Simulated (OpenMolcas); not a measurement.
Os4+ among 3 point charges of -2 e arranged as a planar triangle (D3h), 2.12 Å from the ion.
```
   2.1200    0.0000    0.0000  -2.00
  -1.0600    1.8360    0.0000  -2.00
  -1.0600   -1.8360    0.0000  -2.00
```

* Program: OpenMolcas
* Method: CASSCF
* Basis: ANO-RCC-VDZP [7s6p4d2f1g]
* Scalar Hamiltonian: DKH2, point nucleus
* Active space: 4 electrons in 5 orbitals (5d)
* State averaging: 2S+1 = 5 even, 5 roots; 2S+1 = 3 even, 45 roots; 2S+1 = 1 even, 50 roots
* Spin-orbit coupling: state interaction with AMFI integrals over the reference wave functions

Question: What is the spin-free ground state (labels of D3, the rotations of D3h)?

Answer: 5E, 2-fold in its orbital part, 100 % from free-ion D terms; it has the highest spin that d4 allows.

Question: Where is the first state of the same spin?

Answer: 5E at 12500 cm-1 above the ground state.

Question: What are the lowest two levels with spin-orbit coupling?

Answer: A 1-fold level A1, then a 1-fold level A2 1573 cm-1 above it. Their leading multiplicities are 5 (77 %) and 5 (89 %).

Question: What is χT at 300 K?

Answer: 0.16 cm3 K/mol.

An orbital doublet at a regular site is open to a Jahn-Teller distortion, which this geometry leaves out. Without dynamic correlation the repulsion within the d shell is too large (B by tens of per cent), so at a given field states of lower spin stand too high. Point charges give a weaker field than real ligands, and real ions of this kind are as a rule low spin; the high spin found here belongs to the model. Point charges carry no covalency, so the field is a model and not that of real ligands. No measured value stands beside these numbers.
